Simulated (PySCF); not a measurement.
Geometry (Å), atoms numbered from 1 in this order:
```xyz
10

Al   -1.126   -0.590   -0.890
F    -1.916   -1.943   -0.346
F    -1.488    0.160   -2.324
S     1.169   -1.052   -0.789
Al    1.148    0.575    0.895
F     1.951    1.927    0.365
F     1.495   -0.189    2.326
S    -1.143    1.048    0.782
H     1.025   -2.094    0.066
H    -0.990    2.083   -0.080
```

[PySCF 2.14: shielding tensors at B3LYP/pcSseg-1 (pcSseg-2 on Al) (GIAO); PBE0-D3(BJ)/def2-SVP geometry; fast rotation and ring inversion assumed for equivalent nuclei; no solvent; a single conformation; non-relativistic]

Shifts are taken against calculated references (same method and geometry level): TMS for $^{1}$H (σref 31.38); $^{27}$Al (σref 571.15) vs [Al(H2O)6]3+; CFCl3 for $^{19}$F (σref 171.94); CS2 for $^{33}$S (σref 485.41).

| atoms | nucleus | count | δ (ppm) |
| --- | --- | --- | --- |
| F2/F3/F6/F7 | $^{19}$F | 4 | ? |
| S4/S8 | $^{33}$S | 2 | -193 |
| H9/H10 | $^{1}$H | 2 | 1.89 |
| Al1/Al5 | $^{27}$Al | 2 | ? |

Task: Complete the table.

Result: 
- Al1/Al5: 87.8 ppm, aluminium bonded to 2 F, 2 S
- F2/F3/F6/F7: -157.0 ppm, fluorine bonded to Al

OH/NH shifts are gas-phase values; hydrogen bonding in solution moves them, usually downfield. Unscaled 19F shifts against computed CFCl3 carry errors that often reach 10 to 50 ppm.
